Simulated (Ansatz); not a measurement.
Relaxation of the cluster Mg4H6 with RKS r2SCAN-D4/def2-SVP.

```sh
$ ansatz run in.yaml --threads 4 --pin off --events-out ev --progress --plain --max-ram 3916MiB
```

```yaml
crystal:
  periodic: [false, false, false]
  atoms:
    - {symbol: Mg, position_ang: [0.215570, 1.006920, -1.277500]}
    - {symbol: Mg, position_ang: [-2.082690, -0.185440, 0.091840]}
    - {symbol: Mg, position_ang: [0.499180, -1.572900, -0.273900]}
    - {symbol: Mg, position_ang: [-0.184770, 0.625630, 1.617280]}
    - {symbol: H, position_ang: [0.748860, 2.082000, -0.042540]}
    - {symbol: H, position_ang: [0.977900, -1.277410, 1.397630]}
    - {symbol: H, position_ang: [0.072210, 1.328410, 3.088720]}
    - {symbol: H, position_ang: [-0.669070, -2.665000, -0.726460]}
    - {symbol: H, position_ang: [-0.994220, 1.198370, -2.393370]}
    - {symbol: H, position_ang: [1.417040, -0.540590, -1.481710]}
basis:
  gaussian: {orbitals: def2-SVP}
hamiltonian: {xc: r2scan, dispersion: d4}
scf: {omitted_lower_state_checks: [starts]}
output: {orbitals: {seedname: orbitals}}
relax: {f_tol: 0.02, max_steps: 100}
```

Hardware: 4 threads of Arm Neoverse V1 on a shared host. Wall time 42 s.

Positions (Å) and forces (eV/Å) at steps 1, 2, 3, 4, 5, 6, 7, 8, 9, 10, 11, 12, 13, 14 of 14:

```xyz
10
step=1 energy=-21861.9060 eV
Mg    0.216    1.007   -1.278    1.252    0.400   -0.955
Mg   -2.083   -0.185    0.092   -1.416   -0.727   -1.255
Mg    0.499   -1.573   -0.274    1.208   -0.824   -0.032
Mg   -0.185    0.626    1.617    2.038    0.462    0.828
H     0.749    2.082   -0.043   -0.178   -0.276    0.892
H     0.978   -1.277    1.398   -0.363    0.738    0.234
H     0.072    1.328    3.089   -0.149    0.251    0.611
H    -0.669   -2.665   -0.726   -0.915   -0.268   -0.183
H    -0.994    1.198   -2.393   -0.906   -0.122   -0.352
H     1.417   -0.541   -1.482   -0.570    0.365    0.212
10
step=2 energy=-21863.0633 eV
Mg    0.319    1.074   -1.405    0.245    0.192   -0.203
Mg   -2.120   -0.250   -0.029   -0.343   -0.285   -0.565
Mg    0.597   -1.695   -0.285    0.213   -0.188    0.115
Mg    0.004    0.657    1.654    0.883    0.238    0.082
H     0.707    2.000    0.077   -0.118   -0.437    0.368
H     0.914   -1.157    1.415   -0.109    0.368   -0.103
H     0.064    1.365    3.180   -0.115    0.104    0.294
H    -0.756   -2.670   -0.738   -0.242    0.000   -0.034
H    -1.076    1.174   -2.413   -0.239   -0.065   -0.031
H     1.347   -0.498   -1.457   -0.175    0.072    0.076
10
step=3 energy=-21863.3455 eV
Mg    0.343    1.094   -1.438   -0.095    0.019    0.046
Mg   -2.140   -0.295   -0.143   -0.066   -0.142   -0.255
Mg    0.615   -1.726   -0.277   -0.106    0.012    0.107
Mg    0.144    0.715    1.649    0.247    0.116    0.307
H     0.684    1.837    0.189    0.041   -0.102   -0.127
H     0.917   -1.040    1.377    0.040    0.049   -0.108
H     0.040    1.392    3.224   -0.063   -0.016    0.016
H    -0.800   -2.649   -0.742    0.008    0.015    0.016
H    -1.117    1.158   -2.400    0.037    0.039    0.024
H     1.314   -0.487   -1.438   -0.044    0.009   -0.025
10
step=4 energy=-21863.4154 eV
Mg    0.310    1.110   -1.434    0.050   -0.014    0.161
Mg   -2.075   -0.402   -0.299   -0.105   -0.070   -0.076
Mg    0.593   -1.731   -0.243    0.149    0.207    0.116
Mg    0.179    0.740    1.702    0.162    0.013   -0.044
H     0.760    1.796    0.192   -0.010   -0.051   -0.064
H     0.984   -0.997    1.378   -0.006   -0.021   -0.100
H    -0.013    1.400    3.269   -0.047   -0.001    0.033
H    -0.821   -2.653   -0.666   -0.112   -0.052   -0.027
H    -1.128    1.256   -2.400   -0.030    0.029   -0.049
H     1.211   -0.519   -1.499   -0.053   -0.039    0.050
10
step=5 energy=-21863.4329 eV
Mg    0.282    1.116   -1.395   -0.066    0.025    0.000
Mg   -2.099   -0.507   -0.446    0.048    0.002    0.080
Mg    0.583   -1.705   -0.190    0.055    0.040   -0.010
Mg    0.258    0.746    1.683   -0.036    0.084    0.180
H     0.827    1.788    0.200   -0.010   -0.013   -0.076
H     1.056   -0.975    1.391   -0.017   -0.052   -0.074
H    -0.056    1.379    3.254    0.001   -0.031   -0.059
H    -0.849   -2.640   -0.605   -0.026   -0.028   -0.032
H    -1.137    1.328   -2.394    0.058    0.019   -0.049
H     1.135   -0.531   -1.498   -0.007   -0.046    0.041
10
step=6 energy=-21863.4421 eV
Mg    0.277    1.110   -1.403   -0.060    0.002   -0.033
Mg   -2.092   -0.484   -0.380   -0.008   -0.047    0.034
Mg    0.591   -1.707   -0.203   -0.011   -0.013   -0.040
Mg    0.255    0.755    1.706    0.001    0.020    0.014
H     0.807    1.778    0.189    0.014    0.012    0.025
H     1.041   -0.977    1.373    0.001    0.004    0.025
H    -0.059    1.381    3.273    0.004   -0.014   -0.023
H    -0.845   -2.641   -0.633   -0.002    0.011    0.017
H    -1.120    1.317   -2.431    0.055    0.031   -0.022
H     1.145   -0.532   -1.491    0.007   -0.006    0.004
10
step=7 energy=-21863.4659 eV
Mg    0.214    1.126   -1.401   -0.063    0.013   -0.106
Mg   -2.068   -0.575   -0.302   -0.106   -0.113    0.043
Mg    0.602   -1.721   -0.204    0.034    0.002   -0.056
Mg    0.288    0.774    1.718    0.039   -0.049   -0.179
H     0.819    1.781    0.181   -0.011   -0.032    0.097
H     1.046   -0.984    1.368   -0.019    0.047    0.056
H    -0.090    1.351    3.277   -0.001    0.028    0.072
H    -0.859   -2.658   -0.584    0.003    0.067    0.057
H    -1.045    1.441   -2.568    0.120    0.050    0.033
H     1.091   -0.534   -1.486    0.004   -0.014   -0.017
10
step=8 energy=-21863.4903 eV
Mg    0.200    1.122   -1.418   -0.117    0.019   -0.121
Mg   -2.096   -0.618   -0.237   -0.041   -0.126    0.031
Mg    0.618   -1.710   -0.206   -0.026   -0.042   -0.094
Mg    0.293    0.770    1.714   -0.003    0.009   -0.048
H     0.798    1.750    0.180    0.017    0.010    0.075
H     1.044   -0.975    1.366   -0.006    0.027    0.060
H    -0.095    1.339    3.283    0.015    0.002   -0.002
H    -0.855   -2.647   -0.557    0.013    0.058    0.077
H    -0.993    1.505   -2.627    0.137    0.057    0.041
H     1.085   -0.536   -1.498    0.012   -0.014   -0.018
10
step=9 energy=-21863.5364 eV
Mg    0.167    1.128   -1.435   -0.166    0.035   -0.125
Mg   -2.132   -0.739   -0.153    0.058   -0.092    0.022
Mg    0.638   -1.712   -0.224   -0.051   -0.005   -0.055
Mg    0.297    0.777    1.710   -0.035    0.020    0.045
H     0.783    1.728    0.180    0.005    0.009    0.013
H     1.025   -0.966    1.356   -0.001   -0.002    0.031
H    -0.096    1.332    3.290    0.025   -0.018   -0.055
H    -0.853   -2.653   -0.485    0.009    0.035    0.063
H    -0.890    1.646   -2.714    0.166    0.038    0.074
H     1.061   -0.541   -1.526   -0.010   -0.022   -0.013
10
step=10 energy=-21863.5739 eV
Mg    0.109    1.131   -1.447   -0.140    0.104   -0.159
Mg   -2.121   -0.845   -0.099    0.055   -0.063    0.019
Mg    0.656   -1.710   -0.233   -0.009    0.039   -0.018
Mg    0.289    0.776    1.707   -0.029    0.035    0.059
H     0.767    1.705    0.177   -0.019   -0.001   -0.033
H     1.016   -0.965    1.360   -0.004   -0.030   -0.025
H    -0.095    1.324    3.291    0.015   -0.019   -0.050
H    -0.849   -2.656   -0.403   -0.003    0.009    0.036
H    -0.785    1.792   -2.790    0.174   -0.029    0.153
H     1.013   -0.552   -1.562   -0.040   -0.044    0.017
10
step=11 energy=-21863.6026 eV
Mg    0.072    1.147   -1.466   -0.069    0.025   -0.041
Mg   -2.106   -0.959   -0.051    0.042    0.011    0.019
Mg    0.675   -1.712   -0.238   -0.029    0.010   -0.006
Mg    0.273    0.783    1.700   -0.024    0.002    0.010
H     0.730    1.701    0.164   -0.004   -0.020   -0.010
H     1.020   -0.958    1.344    0.003    0.010    0.009
H    -0.096    1.318    3.288    0.008   -0.009   -0.020
H    -0.836   -2.670   -0.322    0.014   -0.027    0.009
H    -0.645    1.931   -2.821    0.067   -0.005    0.041
H     0.913   -0.580   -1.599   -0.010    0.003   -0.011
10
step=12 energy=-21863.6056 eV
Mg    0.020    1.153   -1.486    0.046    0.019    0.030
Mg   -2.059   -0.988    0.008   -0.061   -0.055    0.013
Mg    0.683   -1.712   -0.244    0.046   -0.005    0.022
Mg    0.231    0.788    1.685    0.070   -0.035   -0.008
H     0.704    1.674    0.143   -0.023    0.003    0.005
H     1.030   -0.948    1.331   -0.019    0.037   -0.007
H    -0.103    1.302    3.283   -0.020    0.007    0.003
H    -0.798   -2.724   -0.245   -0.031    0.054   -0.018
H    -0.509    2.048   -2.845   -0.023    0.004   -0.022
H     0.802   -0.593   -1.630    0.015   -0.030   -0.019
10
step=13 energy=-21863.6058 eV
Mg    0.031    1.147   -1.475    0.005    0.019   -0.019
Mg   -2.070   -1.004    0.068   -0.027    0.014   -0.029
Mg    0.686   -1.707   -0.261   -0.020   -0.008    0.004
Mg    0.277    0.776    1.698   -0.071    0.041   -0.008
H     0.693    1.687    0.156    0.027   -0.016   -0.004
H     1.006   -0.955    1.333    0.038   -0.037   -0.029
H    -0.128    1.323    3.269    0.022   -0.010    0.018
H    -0.822   -2.684   -0.301    0.033   -0.019    0.040
H    -0.528    2.008   -2.847   -0.003    0.000    0.008
H     0.856   -0.591   -1.640   -0.003    0.016    0.019
10
step=14 energy=-21863.6099 eV
Mg    0.037    1.153   -1.480    0.005    0.004   -0.009
Mg   -2.085   -0.999    0.027    0.001   -0.002   -0.003
Mg    0.681   -1.708   -0.249   -0.002    0.002    0.003
Mg    0.252    0.780    1.690    0.002    0.003    0.005
H     0.703    1.683    0.151   -0.003   -0.004    0.001
H     1.032   -0.945    1.327    0.001    0.001   -0.001
H    -0.116    1.305    3.279    0.001   -0.002    0.000
H    -0.815   -2.697   -0.267   -0.002   -0.004    0.002
H    -0.530    2.020   -2.844   -0.001    0.000    0.001
H     0.840   -0.593   -1.634   -0.002    0.002    0.001
```

The restricted singlet is unstable towards broken spin symmetry in Hartree–Fock (as tested in another run); at r2SCAN-D4/def2-SVP this wasn't settled. Another isomer (singlet) lies 0.40 eV lower at PBE0-D4/def2-TZVP; other spin states weren't run for this one.
